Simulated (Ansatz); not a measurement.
Reaction (formal exchange of groups at the As–Si bond): `[SiH3][AsH2]` + BH₃ → `B[AsH2]` + SiH₄

Gas-phase electronic energies from Ansatz, PBE0-D4/def2-TZVP geometries. CCSD(T)/CBS adds triple-zeta CCSD(T) − MP2 to the extrapolated MP2 energy (def2 sets, frozen cores). This one scheme is used for every species. DFT in def2-TZVPP. B3LYP here is the variant with VWN-RPA as its local correlation; programs differ in this. HSE06 is defined as in plane-wave codes. For As outer-core shells are correlated without core-valence functions, which leaves a few kJ/mol of doubt a bond. Scalar relativity is left out up to krypton.

| level | ΔE (kJ/mol) | difference from CCSD(T)/CBS |
| --- | --- | --- |
| BLYP-D4 | -1.0 | 0.1 |
| r2SCAN-D4 | -3.7 | -2.6 |
| B3LYP-D4 | 0.7 | 1.8 |
| r2SCAN0-D4 | -1.1 | 0.0 |
| ωB97X-V | 0.0 | 1.1 |
| PBE | -5.5 | -4.4 |
| revPBE | -3.6 | -2.5 |
| r2SCAN | -4.2 | -3.1 |
| PBE0 | -2.2 | -1.1 |
| r2SCANh | -3.1 | -2.0 |
| r2SCAN0 | -1.7 | -0.6 |
| HSE06 | -2.2 | -1.1 |
| BHLYP | -0.2 | 0.9 |
| HF/def2-SVP | 0.1 | 1.2 |
| CCSD/def2-TZVPP | -2.2 | -1.1 |
| HF/def2-QZVPP | 3.2 | 4.3 |
| CCSD(T)/CBS | -1.1 | 0 |

Largest T1 diagnostic among the species: 0.014.

In def2-TZVPP, CCSD(T) changes the Hartree–Fock value by −6.4 kJ/mol (the triples alone add −1.0 kJ/mol) and MP2 by −4.4 kJ/mol. Leaving LDA and LC-ωPBE aside and taking each functional with its dispersion term where it has one, the values, not all of them listed here, spread over 10.0 kJ/mol, from B97M-V to BHLYP-D4. LDA lies −7.7 kJ/mol from PBE without D4.
